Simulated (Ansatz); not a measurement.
Hg5H18Se5, 28 atoms. Hardware: 2 threads of AMD EPYC 7R13 on a shared host and a share (18 GiB) of an NVIDIA H100 80GB HBM3.

In the def2 sets Hg takes a core potential; there is no spin–orbit coupling. Correlated methods freeze 45 core orbitals; core or outer-core shells of Se, Hg are correlated, in sets that lack core-valence functions. Single mean-field runs in def2-SVP, def2-TZVP are fitted with def2-universal-jkfit.

(1) How many basis functions does each of these Ansatz runs have, and roughly what does it cost? PBE0-D4/def2-TZVP, charge -1 doublet, energy; B2PLYP/def2-TZVP, charge 0 singlet, energy, from earlier orbitals; r2SCAN-D4/def2-TZVP, charge 0 singlet, energy and forces, from earlier orbitals; r2SCAN-D4/def2-SVP, charge 1 doublet, relaxation, 68 steps; PBE0-D4/def2-SVP, charge 0 singlet, energy, from earlier orbitals; PBE-D4/def2-TZVP, charge -1 doublet at the geometry of the charge 0 singlet, energy, from earlier orbitals; PBE-D4/def2-TZVP, charge 0 singlet, energy, from earlier orbitals; PBE0-D4/def2-TZVP, charge 1 doublet at the geometry of the charge 0 singlet, energy; MP2/def2-TZVP, charge 0 singlet, energy, from earlier orbitals; B2PLYP/def2-TZVP, charge -1 doublet at the geometry of the charge 0 singlet, energy, from earlier orbitals; B97M-V/def2-TZVP, charge 0 singlet, energy, from earlier orbitals; PBE-D4/def2-TZVP, charge -1 doublet, energy, from earlier orbitals.

Results:

(1) Other jobs shared the machine, so times can vary by a factor of up to 3. A dash marks memory too small to be measured apart from the calling script's.

```tsv
run	functions	fitting or Cholesky vectors	wall time	peak host memory (GiB)
PBE-D4/def2-TZVP, charge 0 singlet, energy, from earlier orbitals	563	2889	4.6 s	–
PBE-D4/def2-TZVP, charge -1 doublet, energy, from earlier orbitals	563	2889	6 s	1.2
PBE0-D4/def2-SVP, charge 0 singlet, energy, from earlier orbitals	410	2889	7 s	–
r2SCAN-D4/def2-TZVP, charge 0 singlet, energy and forces, from earlier orbitals	563	2889	8 s	1.1
PBE0-D4/def2-TZVP, charge -1 doublet, energy	563	2889	9 s	1.2
B2PLYP/def2-TZVP, charge 0 singlet, energy, from earlier orbitals	563	2889	9.5 s	3
MP2/def2-TZVP, charge 0 singlet, energy, from earlier orbitals	563	4375	11 s	1.2
B97M-V/def2-TZVP, charge 0 singlet, energy, from earlier orbitals	563	2889	12 s	1.3
PBE0-D4/def2-TZVP, charge 1 doublet at the geometry of the charge 0 singlet, energy	563	2889	13 s	1.3
PBE-D4/def2-TZVP, charge -1 doublet at the geometry of the charge 0 singlet, energy, from earlier orbitals	563	2889	19 s	1.2
B2PLYP/def2-TZVP, charge -1 doublet at the geometry of the charge 0 singlet, energy, from earlier orbitals	563	2889	41 s	3.2
r2SCAN-D4/def2-SVP, charge 1 doublet, relaxation, 68 steps	410	2889	11 min	–
```
